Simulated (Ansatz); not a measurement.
ClF$_{3}$HNbO, SMILES `[OH][Nb]([F])([F])([F])[Cl]` at its PBE0-D4/def2-TZVP geometry, where that method's forces vanish. The species carries charge 0 and has multiplicity 1. Nb takes the def2 core potential.

```xyz
7

O    -0.2218   -1.3483    0.6998
Nb    0.0467    0.2776   -0.1462
F    -1.0257   -0.2347   -1.5526
F     1.8625   -0.0188   -0.2217
F    -0.6798    1.1811    1.2847
Cl    0.3822    2.3264   -1.2071
H    -0.3642   -2.1832    1.1431
```

Question: What forces (eV/Å) does PBE-D4/def2-TZVPP give on these atoms in Ansatz 0.2.0? (An estimate is asked.)

Answer: The calculation gave: 
```
O1  -0.043 -0.278  0.140
Nb2  0.059  0.357 -0.186
F3  -0.390 -0.188 -0.509
F4   0.658 -0.110 -0.026
F5  -0.264  0.325  0.520
Cl6  0.049  0.301 -0.156
H7  -0.070 -0.409  0.217
```
